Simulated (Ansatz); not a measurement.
Geometry optimisation, Ansatz 0.2.0, RKS PBE0-D4/def2-SVP.

The input (input.yaml):

```yaml
crystal:
  periodic: [false, false, false]
  atoms:
    - { symbol: Al, position_ang: [-0.213147, -0.133329, -0.416638] }
    - { symbol: Br, position_ang: [0.649191, -1.521469, -2.136702] }
    - { symbol: S, position_ang: [-2.168365, 0.510831, -1.092472] }
    - { symbol: H, position_ang: [-1.863545, -0.240923, -2.183564] }
    - { symbol: C, position_ang: [0.748806, 0.2786, 1.212975] }
    - { symbol: H, position_ang: [1.443182, -0.534953, 1.477826] }
    - { symbol: H, position_ang: [0.059459, 0.443947, 2.056147] }
    - { symbol: H, position_ang: [1.34442, 1.197196, 1.082529] }
basis:
  gaussian: { orbitals: def2-SVP }
hamiltonian:
  xc: pbe0
  dispersion: d4
relax:
  f_tol: 0.03
  max_steps: 50
```

Launched with:

```bash
$ ansatz run input.yaml --threads 2 --pin off --max-ram 3072MiB --backend cpu --events-out ev --progress --plain --runs-dir out
```

Question: Where does it end, and by what steps?

Answer: The forces met the threshold. After 5 steps the energy has fallen by 0.148 eV; H4 moved furthest, 0.32 Å.

| step | energy less start (eV) | largest force component (eV/Å) | accepted |
| --- | --- | --- | --- |
| 0 | 0.0000 | 0.816 | yes |
| 1 | -0.1201 | 0.411 | yes |
| 2 | -0.1420 | 0.321 | yes |
| 3 | -0.1459 | 0.133 | yes |
| 4 | -0.1481 | 0.039 | yes |
| 5 | -0.1484 | 0.008 | yes |

```xyz
8
Properties=species:S:1:pos:R:3
Al -0.126 -0.222 -0.493
Br 0.900 -1.547 -2.016
S -2.119 0.512 -0.992
H -2.155 -0.100 -2.196
C 0.738 0.259 1.174
H 1.418 -0.536 1.518
H 0.003 0.462 1.968
H 1.341 1.172 1.037
```

Run time: 21 s on 2 threads of Arm Neoverse V1 (shared host), peak memory 0.23 GiB.
